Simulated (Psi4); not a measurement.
niobium atom (Nb), sextet (core potentials on Nb); SVWN/def2-TZVPD run with Psi4 1.11.

Here is a job for Psi4.
```
memory 2 GB

molecule {
0 6
  Nb    0.00000000    0.00000000    0.00000000
}

set basis def2-tzvpd
set reference uks

energy('svwn')
print_variables()
```

The log (banner, timings and long lists left out):

```
   => Loading Basis Set <=

    Name: DEF2-TZVPD
    Role: ORBITAL
    Keyword: BASIS

    !!!  WARNING: ECP capability is in beta. Please check occupations closely.  !!!

         ---------------------------------------------------------
                                   SCF
               by Justin Turney, Rob Parrish, Andy Simmonett
                          and Daniel G. A. Smith
                              UKS Reference
         ---------------------------------------------------------

  ==> Geometry <==

    Molecular point group: d2h
    Geometry (in Angstrom), charge = 0, multiplicity = 6:

       Center              X                  Y                   Z               Mass
    ------------   -----------------  -----------------  -----------------  -----------------
         NB           0.000000000000     0.000000000000     0.000000000000    92.906373000000

  Running in d2h symmetry.

  Rotational constants: A = ************  B = ************  C = ************ [cm^-1]
  Rotational constants: A = ************  B = ************  C = ************ [MHz]
  Nuclear repulsion =    0.000000000000000

  Charge       = 0
  Multiplicity = 6
  Electrons    = 13
  Nalpha       = 9
  Nbeta        = 4

  ==> Algorithm <==

  SCF Algorithm Type is DF.
  DIIS enabled.
  MOM disabled.
  Fractional occupation disabled.
  Guess Type is CORE.
  Energy threshold   = 1.00e-06
  Density threshold  = 1.00e-06
  Integral threshold = 1.00e-12

  ==> Primary Basis <==

  Basis Set: DEF2-TZVPD
    Blend: DEF2-TZVPD
    Number of shells: 14
    Number of basis functions: 40
    Number of Cartesian functions: 46
    Spherical Harmonics?: true
    Max angular momentum: 3

  Core potential: DEF2-TZVPD
    Number of shells: 4
    Number of ECP primitives: 14
    Number of ECP core electrons: 28
    Max angular momentum: 3

  ==> DFT Potential <==

   => LibXC <=

    Version 7.1.2
    S. Lehtola, C. Steigemann, M. J. T. Oliveira, and M. A. L. Marques,  SoftwareX 7, 1–5 (2018) (10.1016/j.softx.2017.11.002)

   => Composite Functional: SVWN <=

    Slater exchange
    Vosko, Wilk & Nusair (VWN5_RPA)
    P. A. M. Dirac,  Math. Proc. Cambridge Philos. Soc. 26, 376 (1930) (10.1017/S0305004100016108)
    F. Bloch,  Z. Phys. 57, 545 (1929) (10.1007/BF01340281)
    S. H. Vosko, L. Wilk, and M. Nusair,  Can. J. Phys. 58, 1200 (1980) (10.1139/p80-159)

    Deriv               =              1
    GGA                 =          FALSE
    Meta                =          FALSE

    Exchange Hybrid     =          FALSE
    MP2 Hybrid          =          FALSE

   => Exchange Functionals <=

    1.0000         XC_LDA_X

   => Correlation Functionals <=

    1.0000   XC_LDA_C_VWN_RPA

   => LibXC Density Thresholds  <==

    XC_LDA_C_VWN_RPA:  1.00E-15
    XC_LDA_X:  1.00E-15

   => Molecular Quadrature <=

    Radial Scheme          =       TREUTLER
    Pruning Scheme         =           NONE
    Nuclear Scheme         =       TREUTLER

    Blocking Scheme        =         OCTREE
    BS radius alpha        =              1
    Pruning alpha          =              1
    Radial Points          =             75
    Spherical Points       =            302
    Total Points           =          21738
    Total Blocks           =            248
    Max Points             =            245
    Max Functions          =             40
    Weights Tolerance      =       1.00E-15

   => Loading Basis Set <=

    Name: (DEF2-TZVPD AUX)
    Role: JKFIT
    Keyword: DF_BASIS_SCF

  ==> Integral Setup <==

  SCF_SUBTYPE=INCORE selected. In-core MEM_DF algorithm will be used.
  Using in-core AOs.

  ==> MemDFJK: Density-Fitted J/K Matrices <==

    J tasked:                   Yes
    K tasked:                    No
    wK tasked:                   No
    Algorithm:                 Core
    Schwarz Cutoff:           1E-12
    Mask sparsity (%):       0.0000
    Fitting Condition:        1E-10

   => Auxiliary Basis Set <=

  Basis Set: (DEF2-TZVPD AUX)
[...]
   @DF-UKS iter  70:   -56.92181029834421   -1.84813e-04   3.31274e-03 DIIS/ADIIS
   @DF-UKS iter  71:   -56.92147211484629    3.38183e-04   3.74862e-03 DIIS/ADIIS
   @DF-UKS iter  72:   -56.92124741315862    2.24702e-04   4.00818e-03 DIIS/ADIIS
   @DF-UKS iter  73:   -56.92076390425832    4.83509e-04   4.48050e-03 DIIS/ADIIS
   @DF-UKS iter  74:   -56.92088738674526   -1.23482e-04   4.40738e-03 DIIS/ADIIS
   @DF-UKS iter  75:   -56.92182360156332   -9.36215e-04   3.44573e-03 DIIS/ADIIS
   @DF-UKS iter  76:   -56.91872793745625    3.09566e-03   5.99728e-03 DIIS/ADIIS
   @DF-UKS iter  77:   -56.92112038391282   -2.39245e-03   4.18541e-03 DIIS/ADIIS
   @DF-UKS iter  78:   -56.92196378739185   -8.43403e-04   3.05750e-03 DIIS/ADIIS
   @DF-UKS iter  79:   -56.92201266847201   -4.88811e-05   2.99040e-03 DIIS/ADIIS
   @DF-UKS iter  80:   -56.92221420965467   -2.01541e-04   3.08230e-03 DIIS/ADIIS
   @DF-UKS iter  81:   -56.92055628198726    1.65793e-03   4.67632e-03 DIIS/ADIIS
   @DF-UKS iter  82:   -56.92140502674597   -8.48745e-04   3.80799e-03 DIIS/ADIIS
   @DF-UKS iter  83:   -56.92200631440672   -6.01288e-04   3.05454e-03 DIIS/ADIIS
   @DF-UKS iter  84:   -56.91938544898068    2.62087e-03   5.44500e-03 DIIS/ADIIS
   @DF-UKS iter  85:   -56.91788716327563    1.49829e-03   6.36147e-03 DIIS/ADIIS
   @DF-UKS iter  86:   -56.91745936263413    4.27801e-04   6.61913e-03 DIIS/ADIIS
   @DF-UKS iter  87:   -56.91668088282422    7.78480e-04   7.05773e-03 DIIS/ADIIS
   @DF-UKS iter  88:   -56.91987579615304   -3.19491e-03   5.10529e-03 DIIS/ADIIS
   @DF-UKS iter  89:   -56.92001557286028   -1.39777e-04   5.00532e-03 DIIS/ADIIS
   @DF-UKS iter  90:   -56.92000116584732    1.44070e-05   5.01754e-03 DIIS/ADIIS
   @DF-UKS iter  91:   -56.91894990482240    1.05126e-03   5.72711e-03 DIIS/ADIIS
   @DF-UKS iter  92:   -56.92017905727388   -1.22915e-03   4.90008e-03 DIIS/ADIIS
   @DF-UKS iter  93:   -56.92041722687750   -2.38170e-04   4.80958e-03 DIIS/ADIIS
   @DF-UKS iter  94:   -56.92015948475635    2.57742e-04   5.03971e-03 DIIS/ADIIS
   @DF-UKS iter  95:   -56.92091100928899   -7.51525e-04   4.33920e-03 DIIS/ADIIS
   @DF-UKS iter  96:   -56.92065352137157    2.57488e-04   4.53237e-03 DIIS/ADIIS
   @DF-UKS iter  97:   -56.92090848173959   -2.54960e-04   4.32341e-03 DIIS/ADIIS
   @DF-UKS iter  98:   -56.92072602494554    1.82457e-04   4.46844e-03 DIIS/ADIIS
   @DF-UKS iter  99:   -56.92170946229469   -9.83437e-04   3.53617e-03 DIIS/ADIIS
   @DF-UKS iter 100:   -56.92165645560814    5.30067e-05   3.65044e-03 DIIS/ADIIS

PsiException: Could not converge SCF iterations in 100 iterations.

  Failed to converge.

Traceback (most recent call last):
  File "psi4", line 375, in <module>
  File "<string>", line 22, in <module>
  File "site-packages/psi4/driver/driver.py", line 533, in energy
  File "site-packages/psi4/driver/procrouting/proc.py", line 2760, in run_scf
  File "site-packages/psi4/driver/procrouting/proc.py", line 2047, in scf_helper
  File "site-packages/psi4/driver/procrouting/scf_proc/scf_iterator.py", line 93, in scf_compute_energy
  File "site-packages/psi4/driver/procrouting/scf_proc/scf_iterator.py", line 86, in scf_compute_energy
  File "site-packages/psi4/driver/procrouting/scf_proc/scf_iterator.py", line 609, in scf_iterate

psi4.driver.p4util.exceptions.SCFConvergenceError: Could not converge SCF iterations in 100 iterations.

Printing out the relevant lines from the Psithon --> Python processed input file:
      Nb    0.00000000    0.00000000    0.00000000
    """)
    core.IO.set_default_namespace("")
    core.set_global_option("BASIS", "def2-tzvpd")
    core.set_global_option("REFERENCE", "uks")
--> energy('svwn')
    print_variables()

!-------------------------------------------------------!
!                                                       !
!  Could not converge SCF iterations in 100 iterations. !
!                                                       !
!-------------------------------------------------------!
```

Convergence was not reached.
